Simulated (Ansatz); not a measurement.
The cluster PbO4, relaxed as a singlet with RKS PBE-D4/def2-SVP in Ansatz, starting from the GFN1-xTB geometry. Force threshold 0.02 eV/Å.

In the def2 sets Pb takes a core potential; there is no spin–orbit coupling. The structure comes from a short search, and lower isomers may exist.

Start:

```xyz
5

Pb    0.103   -0.923    1.409
O     0.513    0.601   -0.942
O    -0.649   -0.149   -0.829
O    -1.370    0.267    0.309
O     1.402    0.204    0.053
```

```
        step  energy (eV)  largest force component (eV/Å)  SCF passes
           1  -13416.9392                           1.881          19
           2  -13417.0865                           0.672          28
           3  -13417.1070                           0.705          29
           4  -13417.1408                           0.630          23
           5  -13417.1569                           0.456          24
           6  -13417.1779                           0.396          24
7 (rejected)  -13417.1391                           0.698          28
           8  -13417.2000                           0.218          27
           9  -13417.2025                           0.046          23
          10  -13417.2031                           0.009          23
```

Force components are those of the run's own axes.

End:

```xyz
5

Pb    0.1609   -0.7196    1.6140
O     0.4624    0.7593   -0.8308
O    -0.6479    0.0625   -1.0264
O    -1.4126   -0.0008    0.2857
O     1.4372   -0.1014   -0.0427
```

By distances, no bond broke or formed. The bond that changes most is O2–O5, from 1.39 to 1.52 Å (atoms count from 1). The end is the same structure that another start reached, the lowest one found.

No frequencies were taken in this run, so the end may be a saddle point.

Run time 4.8 s (4 threads of Arm Neoverse V2 on a shared host).
